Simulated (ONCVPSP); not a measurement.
## Building the ONCV potential for palladium (Pd) (PBE, scalar-relativistic).

ONCVPSP 4.0.1 was run on this input:

```
# ATOM AND REFERENCE CONFIGURATION
# atsym  z   nc   nv     iexc    psfile
  Pd 46.00    6    3        4      upf
#
#   n    l    f
    1    0    2.00
    2    0    2.00
    2    1    6.00
    3    0    2.00
    3    1    6.00
    3    2   10.00
    4    0    2.00
    4    1    6.00
    4    2   10.00
#
# PSEUDOPOTENTIAL AND OPTIMIZATION
# lmax
    2
#
#   l,   rc,      ep,       ncon, nbas, qcut
    0    1.10    0.00    5    8    5.60
    1    1.10    0.00    4    7    7.30
    2    1.20    0.00    4    8    6.80
#
# LOCAL POTENTIAL
# lloc, lpopt,  rc(5),   dvloc0
    4    5    0.75   -1.00
#
# VANDERBILT-KLEINMAN-BYLANDER PROJECTORs
# l, nproj, debl
    0    2    3.40
    1    2    2.00
    2    3    3.60
#
# MODEL CORE CHARGE
# icmod, fcfact, rcfact
    4    0.50    0.00
#
# LOG DERIVATIVE ANALYSIS
# epsh1, epsh2, depsh
   -5.00    5.00    0.04
#
# OUTPUT GRID
# rlmax, drl
    6.00    0.01
#
# TEST CONFIGURATIONS
# ncnf
    4
# nvcnf
#   n    l    f
    3
    4    0    2.00
    4    1    6.00
    4    2    9.00
#
    3
    4    0    2.00
    4    1    6.00
    4    2    8.00
#
    3
    4    0    2.00
    4    1    6.00
    4    2    7.00
#
    3
    4    0    2.00
    4    1    6.00
    4    2    9.50
#
```

Command:

```bash
oncvpsp.x < Pd.dat > Pd.out
```

Output (shortened: citation, most of the input echo, consistency checks and plot data are left out):

```
ONCVPSP  (Optimized Norm-Conservinng Vanderbilt PSeudopotential)
scalar-relativistic version 4.0.1

#   n    l    f        energy (Ha)
    1    0    2.00    -8.8809807E+02
    2    0    2.00    -1.2966141E+02
    2    1    6.00    -1.1624568E+02
    3    0    2.00    -2.3374806E+01
    3    1    6.00    -1.8965080E+01
    3    2   10.00    -1.1962057E+01
    4    0    2.00    -3.1358850E+00
    4    1    6.00    -1.8815280E+00
    4    2   10.00    -1.4875187E-01

Reference configufation results
  iterations    33
  all-electron total energy (Ha)   -5.04589139D+03

Begin loop to  construct optimized pseudo wave functions
and semi-local pseudopoentials for all angular momenta

   Wellstate for l =  0  n =  5
     eigenvalue =   0.2641
     asymptotic potential =   0.7641
     half-point radius =  2.5251

Calculating optimized projector #   1

 for l=   0

    Fraction of norm inside rc  0.715214
    Optimizing pswf for qcut=   5.58 a_B^-1,  ecut=  15.59 Ha
    Residual kinetic energy error=  1.53D-01 Ha

    Energy error per electron        Cutoff
         Ha          eV             Ha
         0.01000     0.27211      100.51
         0.00100     0.02721      129.71
         0.00010     0.00272      147.51
         0.00001     0.00027      163.94

Calculating optimized projector #   2

 for l=   0

    Fraction of norm inside rc  0.065016
    Optimizing pswf for qcut=   5.58 a_B^-1,  ecut=  15.59 Ha
    Residual kinetic energy error=  4.16D-02 Ha

    Energy error per electron        Cutoff
         Ha          eV             Ha
         0.01000     0.27211       23.57
         0.00100     0.02721       88.46
         0.00010     0.00272      125.10
         0.00001     0.00027      189.69

   Wellstate for l =  1  n =  5
     eigenvalue =   0.1185
     asymptotic potential =   0.6185
     half-point radius =  5.9890

Calculating optimized projector #   1

 for l=   1

    Fraction of norm inside rc  0.607320
    Optimizing pswf for qcut=   7.29 a_B^-1,  ecut=  26.59 Ha
    Residual kinetic energy error=  9.11D-03 Ha

    Energy error per electron        Cutoff
         Ha          eV             Ha
         0.01000     0.27211       25.83
         0.00100     0.02721       99.98
         0.00010     0.00272      123.05
         0.00001     0.00027      167.29

Calculating optimized projector #   2

 for l=   1

    Fraction of norm inside rc  0.028494
    Optimizing pswf for qcut=   7.29 a_B^-1,  ecut=  26.59 Ha
    Residual kinetic energy error=  7.76D-04 Ha

    Energy error per electron        Cutoff
         Ha          eV             Ha
         0.01000     0.27211        9.49
         0.00100     0.02721       24.83
         0.00010     0.00272       57.92
         0.00001     0.00027      147.61

   Wellstate for l =  2  n =  6
     eigenvalue =   3.4512
     asymptotic potential =   3.9512
     half-point radius =  2.9249

   Wellstate for l =  2  n =  7
     eigenvalue =   7.0512
     asymptotic potential =   7.5512
     half-point radius =  2.7119

Calculating optimized projector #   1

 for l=   2

    Fraction of norm inside rc  0.373794
    Optimizing pswf for qcut=   6.81 a_B^-1,  ecut=  23.16 Ha
    Residual kinetic energy error=  7.74D-03 Ha

    Energy error per electron        Cutoff
         Ha          eV             Ha
         0.01000     0.27211       22.43
         0.00100     0.02721       52.78
         0.00010     0.00272      150.33
         0.00001     0.00027      172.44

Calculating optimized projector #   2

 for l=   2

    Fraction of norm inside rc  0.077380
    Optimizing pswf for qcut=   6.81 a_B^-1,  ecut=  23.16 Ha
    Residual kinetic energy error=  1.19D-02 Ha

    Energy error per electron        Cutoff
         Ha          eV             Ha
         0.01000     0.27211       23.69
         0.00100     0.02721       30.92
         0.00010     0.00272       59.23
         0.00001     0.00027      111.80

Calculating optimized projector #   3

 for l=   2

    Fraction of norm inside rc  0.054931
    Optimizing pswf for qcut=   6.81 a_B^-1,  ecut=  23.16 Ha
    Residual kinetic energy error=  3.45D-02 Ha

    Energy error per electron        Cutoff
         Ha          eV             Ha
         0.01000     0.27211       27.89
         0.00100     0.02721       35.20
         0.00010     0.00272       43.55
         0.00001     0.00027      234.62

Construct Vanderbilt / Kleinmman-Bylander projectors

B matrix Hermiticity error, ll=   0
   1   2    6.0578E-04

  Orthonormal projector coefficients  3.2999E+01  1.1784E+01

B matrix Hermiticity error, ll=   1
   1   2    1.9125E-04

  Orthonormal projector coefficients  1.9720E+01  5.2376E+00

B matrix Hermiticity error, ll=   2
   1   2   -4.1256E-04
   1   3    7.0581E-04
   2   3    2.5289E-04

  Orthonormal projector coefficients  3.6480E+01  1.0138E+01  1.8679E+00

Model core correction analysis
  based on d2Exc/dn_idn_j

d2excae - all-electron derivatives

   -3.401487D-02   -3.017035D-02   -1.686352D-02
   -3.017053D-02   -2.805457D-02   -1.761360D-02
   -1.686375D-02   -1.761372D-02   -1.719887D-02

d2excps - pseudofunction derivatives with no core correction

   -3.861667D-02   -3.339284D-02   -1.830662D-02
   -3.339321D-02   -3.054182D-02   -1.878098D-02
   -1.830702D-02   -1.878113D-02   -1.779031D-02

rms 2nd derivative error    2.480461E-03

rmatch, rhocmatch    0.6361   21.8385

Coarse scan for minimum error
  matrix elements: rms 2nd-derivative errors (mHa)
  column index : amplitude prefactor to rhocmatch
  row index : scale prefactor to rmatch

         1.500  2.000  2.500  3.000  3.500  4.000  4.500  5.000  5.500  6.000

  1.0    1.715  1.622  1.550  1.494  1.447  1.409  1.376  1.347  1.321  1.298
  1.1    1.447  1.294  1.178  1.086  1.012  0.952  0.900  0.856  0.817  0.783
  1.2    1.134  0.915  0.752  0.631  0.542  0.478  0.437  0.416  0.411  0.420
  1.3    0.781  0.513  0.367  0.356  0.434  0.543  0.657  0.769  0.878  0.983
  1.4    0.422  0.322  0.540  0.787  1.014  1.222  1.413  1.592  1.760  1.920
  1.5    0.308  0.713  1.113  1.462  1.773  2.054  2.313  2.554  2.781  2.995
  1.6    0.679  1.272  1.778  2.218  2.609  2.964  3.291  3.595  3.880  4.148
  1.7    1.165  1.882  2.489  3.018  3.489  3.917  4.309  4.673  5.012  5.329
  1.8    1.687  2.518  3.224  3.839  4.387  4.882  5.334  5.751  6.137  6.498
  1.9    2.224  3.166  3.965  4.661  5.278  5.833  6.337  6.800  7.226  7.621

Nelder-Mead iteration
 converged in  42 steps
amplitude prefactor, scale prefactor
    0.4349    2.1686

Optimized Teter model core charge

d2excps - pseudofunction derivatives with core correction

   -3.411119D-02   -3.010928D-02   -1.702210D-02
   -3.010946D-02   -2.792001D-02   -1.763350D-02
   -1.702230D-02   -1.763358D-02   -1.714256D-02

rms 2nd derivative error    9.949445E-05

Pseudoatom total energy -128.049742

Diagnostic tests using Vanderbilt-Kleinman-Bylander pseudopotentials
  1 or more projectors used as specified by nproj input data

   l    rcore       rmatch      e in        delta e   norm test  slope test

   0   1.1028616   1.1363469  -3.1358850  -0.0000505   1.0001944   1.0002238
   0   1.1028616   1.1363469   0.2641150  -0.0000272   1.0006271   1.0006271

   1   1.1028616   1.1363469  -1.8815280  -0.0000386   1.0001775   1.0002231
   1   1.1028616   1.1363469   0.1184720  -0.0000013   1.0004283   1.0004283

   2   1.2063983   1.2430272  -0.1487519   0.0000167   1.0001117   1.0001594
   2   1.2063983   1.2430272   3.4512481   0.0000263   1.0004664   1.0004664
   2   1.2063983   1.2430272   7.0512481   0.0002979   1.0005756   1.0005756

 Testing for bound ghosts
   n   l    E NL Schr. Eq   E Basis Diag.   E Cutoff

   1   0       -3.135936       -3.135777    215.73

   2   1       -1.881567       -1.880373    182.50

   3   2       -0.148735       -0.119608    303.86

 Testing for highly-localized positive-energy ghosts
       l    <radius>/rc     E Basis Diag.   E Cutoff

       0        0.211985        4.675128    215.73  WARNING - GHOST(+)

       1        0.999028       15.610943    182.50  WARNING - GHOST(+)

       2        0.684617      136.811943    303.86  WARNING - GHOST(+)

Test configuration 0

   n   l     f        eae           eps        diff
   1   0  2.0000 -888.09806789
   2   0  2.0000 -129.66141268
   2   1  6.0000 -116.24568379
   3   0  2.0000  -23.37480635
   3   1  6.0000  -18.96507966
   3   2 10.0000  -11.96205705
   4   0  2.0000   -3.13588497   -3.13593552   -5.05D-05
   4   1  6.0000   -1.88152800   -1.88156662   -3.86D-05
   4   2 10.0000   -0.14875187   -0.14873521    1.67D-05

    Total energies and differences
      AE_ref= -5.04589139D+03  AE_tst= -5.04589139D+03  dif=  0.00D+00
      PS_ref= -1.28049742D+02  PS_tst= -1.28049742D+02  dif= -1.71D-13
      PSP excitation error=  1.71D-13

Test configuration 1

   n   l     f        eae           eps        diff
   1   0  2.0000 -888.51456186
   2   0  2.0000 -130.08003669
   2   1  6.0000 -116.66409995
   3   0  2.0000  -23.79386541
   3   1  6.0000  -19.38414227
   3   2 10.0000  -12.38120523
   4   0  2.0000   -3.55297633   -3.55292242    5.39D-05
   4   1  6.0000   -2.29556440   -2.29557348   -9.08D-06
   4   2  9.0000   -0.53705891   -0.53711657   -5.77D-05

    Total energies and differences
      AE_ref= -5.04589139D+03  AE_tst= -5.04555641D+03  dif=  3.35D-01
      PS_ref= -1.28049742D+02  PS_tst= -1.27714752D+02  dif=  3.35D-01
      PSP excitation error= -7.46D-06

Test configuration 2

   n   l     f        eae           eps        diff
   1   0  2.0000 -889.03136842
   2   0  2.0000 -130.60102612
   2   1  6.0000 -117.18479811
   3   0  2.0000  -24.31259753
   3   1  6.0000  -19.90287743
   3   2 10.0000  -12.90042856
   4   0  2.0000   -4.06011143   -4.05995592    1.56D-04
   4   1  6.0000   -2.79643687   -2.79649333   -5.65D-05
   4   2  8.0000   -1.00419901   -1.00444343   -2.44D-04

    Total energies and differences
      AE_ref= -5.04589139D+03  AE_tst= -5.04479134D+03  dif=  1.10D+00
      PS_ref= -1.28049742D+02  PS_tst= -1.26949496D+02  dif=  1.10D+00
      PSP excitation error= -1.99D-04

Test configuration 3

psatom: WARNING lschvkbb convergence error n,l,iter=   3   2   3
ea(ii),et,emin,emax -1.487352E-01 -1.636087E-01 -1.636087E-01 -1.636087E-01
run_config: WARNING for fully non-local PS atom, stg. 1
 WARNING no output for configuration 4

Test configuration 4

   n   l     f        eae           eps        diff
   1   0  2.0000 -888.29172646
   2   0  2.0000 -129.85587073
   2   1  6.0000 -116.44005236
   3   0  2.0000  -23.56973291
   3   1  6.0000  -19.16000796
   3   2 10.0000  -12.15698610
   4   0  2.0000   -3.33082337   -3.33082206    1.31D-06
   4   1  6.0000   -2.07534759   -2.07536253   -1.49D-05
   4   2  9.5000   -0.33104821   -0.33105387   -5.66D-06

    Total energies and differences
      AE_ref= -5.04589139D+03  AE_tst= -5.04577255D+03  dif=  1.19D-01
      PS_ref= -1.28049742D+02  PS_tst= -1.27930916D+02  dif=  1.19D-01
      PSP excitation error=  1.05D-05
```

The run took about 6.6 s on one core of a shared server CPU.
